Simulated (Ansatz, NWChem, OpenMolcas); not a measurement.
A ladder of methods for CH2FNOSn (SMILES O=C=[N][SnH2][F])

The species is CH2FNOSn (7 atoms), meant as a singlet with charge 0. As SMILES, `O=C=[N][SnH2][F]`. The shape is that of a PBE0-D4/def2-TZVP optimisation. This is one conformer, not always the lowest.

```xyz
7

O    -0.2217   -2.8693   -0.9316
C    -0.1215   -1.9068   -0.2838
N    -0.0209   -0.9582    0.4494
Sn    0.1574    1.0316    0.3185
F    -0.8771    1.5100   -1.2201
H    -0.6186    1.6961    1.6652
H     1.7638    1.4285   -0.0432
```

Each level gives the energy change with the Sn4–F5 bond stretched from 1.915 to 2.202 Å (eV). The values are calculated.

```json
{"level": "HF/def2-SVP (core potential) (restricted)", "kind": "Hartree–Fock", "program": "Ansatz", "value (eV)": "0.72", "less CCSD(T)/def2-SVP": "+0.14", "CPU time (all runs)": "7 s"}
{"level": "r2SCAN/def2-SVP (core potential) (restricted)", "kind": "meta-GGA", "program": "Ansatz", "value (eV)": "0.55", "less CCSD(T)/def2-SVP": "-0.03", "CPU time (all runs)": "30 s"}
{"level": "B3LYP/def2-SVP (core potential) (restricted)", "kind": "global hybrid", "program": "OpenMolcas", "value (eV)": "0.52", "less CCSD(T)/def2-SVP": "-0.06", "CPU time (all runs)": "68 s"}
{"level": "CAM-B3LYP/def2-SVP (core potential) (restricted)", "kind": "range-separated hybrid", "program": "Ansatz", "value (eV)": "0.62", "less CCSD(T)/def2-SVP": "+0.04", "CPU time (all runs)": "20 s"}
{"level": "wB97M-V/def2-SVP (core potential) (restricted)", "kind": "range-separated hybrid", "program": "Ansatz", "value (eV)": "0.61", "less CCSD(T)/def2-SVP": "+0.03", "CPU time (all runs)": "2.9 min"}
{"level": "wB97X/def2-SVP (core potential) (restricted)", "kind": "range-separated hybrid", "program": "Ansatz", "value (eV)": "0.60", "less CCSD(T)/def2-SVP": "+0.02", "CPU time (all runs)": "63 s"}
{"level": "BCCD(T)/def2-SVP (core potential) (restricted)", "kind": "coupled cluster or CI", "program": "Ansatz", "value (eV)": "0.58", "less CCSD(T)/def2-SVP": "0.00", "CPU time (all runs)": "2.2 min"}
{"level": "CCSD(T)/def2-SVP (core potential) (restricted)", "kind": "coupled cluster or CI", "program": "NWChem", "value (eV)": "0.58", "less CCSD(T)/def2-SVP": "0.00", "CPU time (all runs)": "6.8 min"}
```

CCSD(T)/def2-SVP (core potential) (restricted) is the highest level here, not the true value. The first shape isn't each level's own minimum. The values span 0.52 to 0.72 eV. In the correlated wave-function rows the outer d shell of Sn is correlated, in sets not made for it. CPU times are rough (shared hosts, several kinds of processor and program).
